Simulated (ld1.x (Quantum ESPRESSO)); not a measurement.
**PBE PAW dataset for Fe, scalar-relativistic all-electron reference.**

| Item | Value |
| --- | --- |
| Element | Fe (Z = 26) |
| Generator | ld1.x (Quantum ESPRESSO) 7.5 |
| Type | PAW |
| Functional | PBE |
| Relativity | scalar-relativistic |
| Frozen core | [Ne] |
| Valence charge | 16 |
| Reference configuration | 3s2 3p6 3d6 4s0 4p0 (charge +2) |
| Partial waves | 3s (bound): rcut 0.92, rcutus 0.96 bohr; 4s (bound, empty): rcut 0.92, rcutus 0.96 bohr; 3p (bound): rcut 1.30, rcutus 1.52 bohr; 4p (bound, empty): rcut 1.30, rcutus 1.52 bohr; 3d (bound): rcut 1.44, rcutus 1.52 bohr; 3d channel at 0.3 Ry: rcut 1.44, rcutus 1.52 bohr |
| Local potential | all-electron potential smoothed inside 1.40 bohr (lloc = -1) |
| Core correction | Bessel-smoothed model core, default radius (core density twice the valence density) |
| Augmentation charge | BESSEL, radius 0.66 bohr |

Poles of the logarithmic derivatives, all-electron (AE) and pseudo (PS). s: poles at -7.9 (AE) and -7.9 (PS) Ry. p: poles at -5.3 (AE) and -5.3 (PS) Ry. d: poles at -1.0 (AE) and -1.0 (PS) Ry. Test radius 1.65 bohr.

* Cutoffs needed: 55 Ry and 100 Ry (the cutoffs (Ry, on a coarse ladder) from which the occupation-weighted sum of valence levels, in a spherical-Bessel basis at the reference potential, stays within 10 and 1 mRy of its value at 400 Ry)
* Ghost test: no extra level below or beside the all-electron valence levels (s, p, d, f tested) (spherical-Bessel basis up to 400 Ry, 20 bohr box)
* Configuration tests: test run stopped at test 5 of 7 (negative rho)
* Lowest eigenvalue of the overlap operator: 0.12 (p channel)
